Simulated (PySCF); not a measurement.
**C₆ coefficients of unlike pairs at M06-2X**

Calculated with PySCF 2.14 from the dipole response of each species, C₆(A,B) = (3/π) ∫ α_A(iu) α_B(iu) du, in atomic units, from isotropic polarisabilities. For ions this is the dispersion term alone; charge-induced terms of lower order in 1/R come first.

| species | configuration | basis | relativity | α (bohr³) | C₆ (like pair) |
| --- | --- | --- | --- | --- | --- |
| Rh³⁺ | [Kr] 4d6 (5D) | aug-cc-pVDZ-PP with ECP28MDF (5s5p4d2f) | core potential | 4.603 | 20.82 |
| Cr³⁺ | [Ar] 3d3 (4F) | aug-cc-pVDZ (7s6p4d2f) | none | 1.821 | 4.313 |
| Mg⁺ | [Ne] 3s1 (2S) | dyall-av3z (20s13p6d4f) | spin-free X2C | 25.41 | 96.25 |
| Ge | [Ar] 3d10 4s2 4p2 (3P) | x2c-QZVPPall with one added diffuse shell each of s, p, d, f type (12s9p6d5f1g) | spin-free X2C | 41.48 | 353.7 |

Problem. Estimate C₆ for Ge with Cr³⁺.

Solution. The integral gives 28.50. The combination rule 2 C_A C_B / (C_A α_B/α_A + C_B α_A/α_B) gives 26.81 and the geometric mean 39.06.

No spin-orbit coupling is included.

The other pairs:

| pair | C₆ |
| --- | --- |
| Mg⁺, Rh³⁺ | 31.70 |
| Cr³⁺, Rh³⁺ | 9.396 |
| Mg⁺, Cr³⁺ | 13.18 |
| Ge, Rh³⁺ | 67.95 |
| Ge, Mg⁺ | 181.8 |
